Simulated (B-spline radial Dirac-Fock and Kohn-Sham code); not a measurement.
Elastic scattering of 20 keV electrons by atomic selenium

Level of theory: relativistic (Dirac) partial waves in the static field of the Dirac-Fock atom with Furness-McCarthy exchange, without polarisation or absorption potentials; a radial finite-basis atomic code.

```
θ (°)  dσ/dΩ (a₀²/sr)  Sherman function
    0             171             0.000
    1             119             0.000
    2            52.6             0.000
    3            22.6             0.000
    5            6.35             0.000
    7            2.59             0.000
   10           0.888             0.001
   15           0.236             0.001
   20          0.0905             0.002
   25          0.0424             0.002
   30          0.0228             0.002
   40         0.00863            -0.002
   50         0.00413            -0.010
   60         0.00228            -0.021
   70         0.00139            -0.034
   80        0.000922            -0.048
   90        0.000651            -0.060
  100        0.000486            -0.069
  110        0.000380            -0.075
  120        0.000310            -0.076
  130        0.000263            -0.072
  140        0.000230            -0.064
  150        0.000209            -0.051
  160        0.000194            -0.036
  170        0.000187            -0.019
  180        0.000184             0.000
```

The total elastic cross section is 0.990 a₀², the first transport cross section 0.0158 a₀² and the second, weighted with (3/2) sin²θ, 0.0357 a₀². The mean deflection is ⟨1 − cos θ⟩ = 0.0159, and 0.22 % of the collisions scatter beyond 90°.

Values without a named source are computed, but for edge energies of neutral atoms, which are taken from tables.
